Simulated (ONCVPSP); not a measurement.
## What one change does to a pseudopotential (tungsten (W), ONCV)

tungsten, optimised norm-conserving Vanderbilt (ONCV), made with ONCVPSP 4.0.1 (PBEsol, fully relativistic). Core [Kr] 4d10 4f14, reference 5s2 5p6 5d4 6s2. Waves: 5s+6s: rc 1.70 bohr, ncon 3, nbas 6, qcut 5.8 1/bohr, 2 projectors; 5p: rc 1.90 bohr, ncon 3, nbas 6, qcut 7.6 1/bohr, 3 projectors, debl 3.3 Ha; 5d: rc 2.00 bohr, ncon 4, nbas 8, qcut 8.2 1/bohr, 2 projectors, debl 3 Ha. Local part: polynomial inside 1.40 bohr (lpopt 5, dvloc0 -1 Ha). Core correction: none.

Open shells are filled in proportion to 2j + 1.

All-electron outer shells of the reference configuration (PBEsol, scalar-relativistic, ld1.x):

| shell | level (eV) | outermost node (bohr) | outermost maximum (bohr) |
| --- | --- | --- | --- |
| 5s | -79.11 | 0.53 | 0.96 |
| 5p | -43.22 | 0.57 | 1.09 |
| 4f | -33.24 | – | 0.43 |
| 6s | -5.75 | 1.28 | 2.64 |
| 5d | -4.51 | 0.63 | 1.49 |

Change: functional LDA (Perdew-Wang 92).

Cutoffs: the cutoffs (Ha) at which the residual kinetic energy of the hardest occupied pseudo-wave falls to 1 and 0.1 mHa per electron; they do not see the model core or the augmentation charge, which bear on the density cutoff. Errors are all-electron minus pseudo energies relative to the spin-unpolarised reference configuration.

Task: How do hardness, ghosts and transferability respond?

Result: The potential gets neither clearly harder nor softer (16 Ha and 20 Ha → 16 Ha and 20 Ha); of the 4 tests that both files solve, the error grows in 0 and shrinks in 3 by more than 15 % and 0.3 meV (median size 1.5 → 0.1 meV); neither file shows a bound ghost.

| quantity | base | changed |
| --- | --- | --- |
| cutoff, loose | 16 Ha | 16 Ha |
| cutoff, tight | 20 Ha | 20 Ha |
| loose cutoff by channel | s 13 Ha, p 13 Ha, d 16 Ha | s 13 Ha, p 13 Ha, d 16 Ha |
| bound ghosts | none | none |
| GHOST(+) flags under 300 eV | s at 143.9 eV | s at 143.7 eV |
| error for 5s2 5p6 5d4 6s1, meV [ΔE 8.93 → 9.13 eV] | -0.7 | +0.1 |
| error for 5s2 5p6 5d4 6s0, meV [ΔE 24.63 → 25.15 eV] | -2.4 | -0.1 |
| error for 5s2 5p6 5d3 6s0, meV [ΔE 50.02 → 50.84 eV] | -3.0 | -1.7 |
| error for 5s2 5p6 5d4 6s1.5, meV [ΔE 3.65 → 3.74 eV] | -0.1 | +0.1 |
| s: phases at 1.72 bohr within 0.05 rad from the reference energy up to (Ha; the scan ends near 5) | 4.3 | 4.3 |
| p3/2: phases at 1.93 bohr within 0.05 rad from the reference energy up to (Ha; the scan ends near 5) | to the end of the scan | to the end of the scan |
| p1/2: phases at 1.93 bohr within 0.05 rad from the reference energy up to (Ha; the scan ends near 5) | to the end of the scan | to the end of the scan |
| d5/2: phases at 2.02 bohr within 0.05 rad from the reference energy up to (Ha; the scan ends near 5) | to the end of the scan | to the end of the scan |
| d3/2: phases at 2.02 bohr within 0.05 rad from the reference energy up to (Ha; the scan ends near 5) | to the end of the scan | to the end of the scan |
